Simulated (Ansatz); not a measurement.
`BC(C)[SiH3]`, 13 atoms. Charge 0, multiplicity 1. All runs use 4 threads of an INTEL XEON PLATINUM 8581C on a shared host. Correlated methods freeze the cores.

**Question.** Give the basis size and wall time and peak host memory of each of these runs in Ansatz. direct RPA on PBE orbitals/def2-TZVPP energy; RKS PBE0-D4/def2-TZVP frequencies; RKS PBE0-D4/def2-SVP energy; RHF-CCSD(T)/def2-SVP energy; RHF-CCSD(T)/def2-TZVPP energy; RKS ωB97M-V/def2-SVP energy; RKS ωB97M-V/def2-QZVPP energy; RKS revPBE-D4/def2-TZVPP energy; RKS PBE0-D4/def2-QZVPP energy; RKS PBE0-D4/def2-TZVP relaxation (22 steps); RHF-MP2/def2-QZVPP energy; RKS BHLYP-D4/def2-TZVPP energy. (Estimate.)

**Answer.** Computed: Other jobs shared the machine, so times are rough.

```
                                level                    job  functions  wall time  peak host memory (GiB)
                 RKS PBE0-D4/def2-SVP                 energy        105     0.65 s                    0.22
             RKS revPBE-D4/def2-TZVPP                 energy        261      1.5 s                    0.34
              RKS BHLYP-D4/def2-TZVPP                 energy        261      1.9 s                    0.62
                 RHF-CCSD(T)/def2-SVP                 energy        105      2.3 s                    0.48
                 RKS ωB97M-V/def2-SVP                 energy        105      2.4 s                    0.32
direct RPA on PBE orbitals/def2-TZVPP                 energy        261      3.9 s                    0.67
               RKS PBE0-D4/def2-QZVPP                 energy        511      6.5 s                     1.8
               RKS ωB97M-V/def2-QZVPP                 energy        511       13 s                     2.2
                   RHF-MP2/def2-QZVPP                 energy        511       17 s                     3.6
                RKS PBE0-D4/def2-TZVP  relaxation (22 steps)        184       40 s                    0.46
               RHF-CCSD(T)/def2-TZVPP                 energy        261       55 s                     6.1
                RKS PBE0-D4/def2-TZVP            frequencies        184      110 s                    0.47
```
